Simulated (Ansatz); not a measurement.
Isolated molecules relaxed with PBE0-D4/def2-TZVP in Ansatz; ΔE leaves out vibrations. CCSD(T)/CBS is the MP2 limit (def2-TZVPP, def2-QZVPP) plus CCSD(T) − MP2 in def2-TZVPP, frozen cores. This one scheme is used for every species. Functionals use def2-TZVPP. B3LYP here is the variant with VWN-RPA as its local correlation; programs differ in this. Each species was taken in one conformer, which may not be the lowest.

Consider the ligand exchange at the Si–C bond: `[SiH3]C[SiH]1CC1` + H₂S → `S[SiH]1CC1` + `C[SiH3]`.

| level | ΔE (kcal/mol) | difference from CCSD(T)/CBS |
| --- | --- | --- |
| PBE-D4 | -13.7 | -1.1 |
| r2SCAN-D4 | -13.9 | -1.3 |
| PBE0-D4 | -13.4 | -0.8 |
| B3LYP-D4 | -13.1 | -0.5 |
| ωB97X-V | -12.8 | -0.2 |
| ωB97M-V | -12.6 | 0.0 |
| B2PLYP | -13.7 | -1.1 |
| PBE | -14.5 | -1.9 |
| r2SCAN | -14.2 | -1.6 |
| PBE0 | -14.2 | -1.6 |
| B3LYP | -14.3 | -1.7 |
| HF/def2-TZVPP | -13.9 | -1.3 |
| MP2/def2-TZVPP | -12.7 | -0.1 |
| SCS-MP2/def2-TZVPP | -12.7 | -0.1 |
| CCSD/def2-TZVPP | -12.1 | 0.5 |
| CCSD(T)/def2-TZVPP | -12.1 | 0.5 |
| HF/def2-QZVPP | -13.7 | -1.1 |
| MP2/def2-QZVPP | -13.0 | -0.4 |
| SCS-MP2/def2-QZVPP | -12.9 | -0.3 |
| HF/CBS(def2) | -13.7 | -1.1 |
| MP2/CBS(def2) | -13.2 | -0.6 |
| CCSD/CBS(def2) | -12.6 | 0.0 |
| CCSD(T)/CBS | -12.6 | 0 |

Largest T1 diagnostic among the species: 0.011.

The D4 term adds +1.2 kcal/mol with B3LYP and +0.8 kcal/mol with PBE0; it sums over pairs of atoms, weighted by their polarisabilities, and B3LYP, whose exchange is more repulsive, gets the larger term. In def2-TZVPP, CCSD(T) changes the Hartree–Fock value by +1.8 kcal/mol (the triples alone add −0.0 kcal/mol) and MP2 by +1.1 kcal/mol.
